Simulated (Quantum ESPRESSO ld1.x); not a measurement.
Values are calculated unless marked as measured or tabulated.
Q: The chlorine ion Cl3+, configuration [Ne] 3s2 3p1.5 4s0.5 (fractional occupations, a model configuration). Code: ld1.x of Quantum ESPRESSO 7.5. Model: scalar-relativistic Kohn-Sham, LDA (Slater exchange, Perdew-Zunger correlation), spin-polarised, spherical densities, point nucleus; open shells are filled with parallel spins first. Some entries of the table are withheld. Estimate them.

| orbital | occ. | eigenvalue (eV) | <1/r> (bohr^-1) |
|---|---|---|---|
| 1s up | 1 | -2793.33 | 16.63 |
| 1s down | 1 | -2792.90 | 16.63 |
| 2s up | 1 | -301.030 | 3.305 |
| 2s down | 1 | -300.563 | 3.307 |
| 2p up | 3 | -241.229 | 3.213 |
| 2p down | 3 | -240.662 | 3.214 |
| 3s up | 1 | -62.6881 | 1.012 |
| 3s down | 1 | -60.4151 | 1.009 |
| 3p up | 1.5 | -48.8597 | 0.9161 |
| 3p down | 0 | -46.6588 | 0.9108 |
| 3d up | 0 | -29.4318 | 0.7057 |
| 3d down | 0 | -27.4439 | 0.6978 |
| 4s up | 0.5 | (1) | 0.4280 |
| 4s down | 0 | (2) | 0.4199 |
| 4p up | 0 | -18.6543 | 0.3877 |
| 4p down | 0 | -17.5378 | 0.3768 |
| 5s up | 0 | -10.9262 | (3) |
| 4f up | 0 | -10.5676 | (4) |
| 5s down | 0 | -10.5421 | (5) |
| 4f down | 0 | -9.7612 | (6) |

A: 
(1) 4s up eigenvalue (eV): -22.5837
(2) 4s down eigenvalue (eV): -21.3395
(3) 5s up <1/r> (bohr^-1): 0.2365
(4) 4f up <1/r> (bohr^-1): 0.2656
(5) 5s down <1/r> (bohr^-1): 0.2292
(6) 4f down <1/r> (bohr^-1): 0.2484
